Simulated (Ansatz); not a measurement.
**C4H8B2: where a starting geometry ends**

The starting geometry of this gas-phase singlet was optimised with GFN2-xTB.

```yaml
atoms:
  - { symbol: C, position_ang: [0.3361, 0.7701, -1.5181] }
  - { symbol: C, position_ang: [0.3695, 0.6762, -0.1633] }
  - { symbol: C, position_ang: [-0.6321, 1.2687, 0.6937] }
  - { symbol: C, position_ang: [-0.4987, 1.0954, 2.0186] }
  - { symbol: B, position_ang: [-0.7800, 1.5143, -2.2083] }
  - { symbol: B, position_ang: [-1.8287, 2.0926, 0.0566] }
  - { symbol: H, position_ang: [-1.6028, 1.9851, -1.4681] }
  - { symbol: H, position_ang: [-0.9013, 1.6602, -3.3596] }
  - { symbol: H, position_ang: [1.1402, 0.2879, -2.0636] }
  - { symbol: H, position_ang: [1.1735, 0.1366, 0.3308] }
  - { symbol: H, position_ang: [-2.8952, 1.5962, 0.1014] }
  - { symbol: H, position_ang: [-1.7680, 3.2643, 0.1555] }
  - { symbol: H, position_ang: [0.3192, 0.5371, 2.4518] }
  - { symbol: H, position_ang: [-1.2100, 1.5084, 2.7138] }
```

**Question.** Where would you expect an optimisation with B3LYP/def2-SVP to take it?

**Answer.** New bonds form, giving a structure with H7 bridging B5 and B6, H12 bridging B6 and B5, given below by its coordinates. Distances that change by over a tenth: B5–H7 (1.20 → 1.36 Å), B6–H7 (1.55 → 1.33 Å), B6–H12 (1.18 → 1.33 Å). Contacts that close: B5–B6 (2.56 → 1.80 Å), B5–H12 (3.10 → 1.36 Å).

The energy falls by 0.97 eV over 18 steps:

| step | E − E(last) (eV) |
| --- | --- |
| 1 | 0.975 |
| 3 | 0.818 |
| 5 | 0.803 |
| 7 | 0.788 |
| 9 | 0.722 |
| 10 | 0.619 |
| 12 | 0.297 |
| 14 | 0.021 |
| 16 | 0.001 |
| 18 | 0.000 |

Final geometry (Å):

```xyz
14

C     0.4035    0.9534   -1.4500
C     0.5297    0.6905   -0.1251
C    -0.5825    1.1612    0.7099
C    -0.6437    0.9975    2.0489
B    -0.9243    1.7139   -1.7991
B    -1.6780    1.8768   -0.1778
H    -1.9882    1.0970   -1.2132
H    -1.3100    2.0792   -2.8774
H     1.1671    0.6523   -2.1723
H     1.3852    0.1679    0.3206
H    -2.7058    2.3695    0.2018
H    -1.0907    2.7779   -0.9649
H     0.1525    0.4908    2.6077
H    -1.4932    1.3655    2.6320
```

No frequencies were run, so the end isn't proven a minimum. Run with Ansatz 0.2.0, 47 s on 2 threads of Intel(R) Xeon(R) 6975P-C (Granite Rapids), with other jobs on the host.
